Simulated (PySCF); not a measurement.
W(O)(S)(Br)(SH) (BrHOS2W), SMILES [O]=[W](=[S])([SH])[Br], multiplicity 1.

Coordinates come from a B3LYP-D3(BJ)/def2-SVP optimisation. The multiplicity is an assumed one; other spin states were not compared. The def2 effective core potentials stand for the cores of W; spin–orbit coupling is left out. The values are those of a single conformer.

All values below come from TDA-PBE/def2-SVPD (PySCF).

Vertical excitations. Gas-phase values at a fixed geometry.

```json
[
 {"state": "S1", "energy (eV)": "3.01", "λ (nm)": "412", "f": "0.002", "main pairs": "HOMO→LUMO 91 %"},
 {"state": "S2", "energy (eV)": "3.19", "λ (nm)": "389", "f": "0.002", "main pairs": "HOMO→LUMO+1 88 %"},
 {"state": "S3", "energy (eV)": "3.52", "λ (nm)": "352", "f": "0.027", "main pairs": "HOMO−1→LUMO 70 %, HOMO−2→LUMO 13 %"},
 {"state": "S4", "energy (eV)": "3.57", "λ (nm)": "347", "f": "0.008", "main pairs": "HOMO−1→LUMO+1 64 %, HOMO−2→LUMO 12 %, HOMO−2→LUMO+1 10 %"},
 {"state": "S5", "energy (eV)": "3.93", "λ (nm)": "316", "f": "0.028", "main pairs": "HOMO−2→LUMO 60 %, HOMO−4→LUMO 19 %"},
 {"state": "S6", "energy (eV)": "4.04", "λ (nm)": "307", "f": "0.007", "main pairs": "HOMO−2→LUMO+1 57 %, HOMO−3→LUMO 19 %"},
 {"state": "S7", "energy (eV)": "4.15", "λ (nm)": "299", "f": "0.003", "main pairs": "HOMO→LUMO+2 78 %"},
 {"state": "S8", "energy (eV)": "4.22", "λ (nm)": "294", "f": "0.004", "main pairs": "HOMO−3→LUMO 56 %, HOMO−3→LUMO+1 18 %, HOMO→LUMO+2 9 %"},
 {"state": "S9", "energy (eV)": "4.27", "λ (nm)": "290", "f": "0.004", "main pairs": "HOMO−3→LUMO+1 50 %, HOMO−4→LUMO 32 %, HOMO−1→LUMO+2 9 %"},
 {"state": "S10", "energy (eV)": "4.48", "λ (nm)": "277", "f": "0.006", "main pairs": "HOMO−1→LUMO+2 43 %, HOMO−4→LUMO 19 %, HOMO−4→LUMO+1 14 %"},
 {"state": "T1", "energy (eV)": "2.68", "λ (nm)": "462", "f": "0", "main pairs": "HOMO→LUMO 93 %"},
 {"state": "T2", "energy (eV)": "2.82", "λ (nm)": "439", "f": "0", "main pairs": "HOMO→LUMO+1 88 %"},
 {"state": "T3", "energy (eV)": "2.90", "λ (nm)": "427", "f": "0", "main pairs": "HOMO−1→LUMO 78 %"},
 {"state": "T4", "energy (eV)": "3.06", "λ (nm)": "405", "f": "0", "main pairs": "HOMO−1→LUMO+1 73 %"}
]
```
Triplets are in the Tamm–Dancoff approximation.
